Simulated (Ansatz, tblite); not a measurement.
Isomers of K₄H₃⁺ (singlet), found by a short tight-binding search and relaxed with r2SCAN-D4/def2-SVP in Ansatz.

The xTB rows come from tblite. Correlated methods freeze 20 core orbitals; core or outer-core shells of K are correlated, in sets that lack core-valence functions.

Other spin states weren't relaxed.

A:

```xyz
7

K    -1.621   -1.948    1.152
K    -1.272    1.421   -2.029
K     2.505   -0.962   -0.744
K     0.329    1.259    1.369
H     1.130    1.157   -1.176
H     0.871   -1.350    1.192
H    -1.940    0.424    0.236
```

B:

```xyz
7

K    -0.477    0.464   -3.609
K    -1.281   -0.269   -0.002
K     0.129   -0.705    4.545
K     2.471    0.471    0.470
H     0.942    0.444   -1.422
H     0.586   -0.223    2.211
H    -2.371   -0.182   -2.194
```

Problem. Estimate their order by electronic energy at CCSD(T)/def2-TZVPP, counted from the lowest.

Solution. A (0.0) < B (11.6), in kcal/mol.

Problem. Do the other levels pick the same lowest one?

Solution. All that were run do. Energies above each level's lowest (kcal/mol):

| level | A | B |
| --- | --- | --- |
| GFN1-xTB | 0.0 | 10.3 |
| GFN2-xTB | 0.0 | 5.7 |
| HF/def2-TZVP | 0.0 | 9.5 |
| HF/def2-TZVPP | 0.0 | 9.6 |
| PBE-D4/def2-TZVP | 0.0 | 11.1 |
| r2SCAN-D4/def2-TZVP | 0.0 | 11.7 |
| B97M-V/def2-TZVP | 0.0 | 11.4 |
| PBE0-D4/def2-TZVP | 0.0 | 11.5 |
| MP2/def2-TZVPP | 0.0 | 11.7 |
| CCSD/def2-TZVPP | 0.0 | 11.5 |
| CCSD(T)/def2-TZVPP | 0.0 | 11.6 |
Point groups (tolerance 0.1 Å): A C3v, B Cs. Lower isomers may exist.
